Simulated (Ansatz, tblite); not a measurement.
Series BiMe2X: vertical IE (eV) at several levels, gas phase, relaxed structures; Ansatz, xTB through tblite. Core potentials for Bi in the def2 sets, no spin–orbit coupling. Raw xTB energies of ions are shifted by several eV. The structures are stationary points that may keep the symmetry of their start.

```
           species               state           geometry  GFN1-xTB  PBE-D4/def2-TZVP  r2SCAN-D4/def2-TZVP  PBE0-D4/def2-TZVP
BiMe2Cl (C2H6BiCl)  singlet to doublet  B3LYP-D4/def2-SVP     13.92              8.85                 8.95               9.08
BiMe2Br (C2H6BiBr)  singlet to doublet   PBE0-D4/def2-SVP     13.37              8.69                 8.82               8.93
  BiMe2F (C2H6BiF)  singlet to doublet   PBE0-D4/def2-SVP     14.08              8.99                 9.07               9.18
```

Over the 3 species that have every level, the mean is 13.79 at GFN1-xTB, 8.84 at PBE-D4/def2-TZVP, 8.95 at r2SCAN-D4/def2-TZVP, 9.06 at PBE0-D4/def2-TZVP.
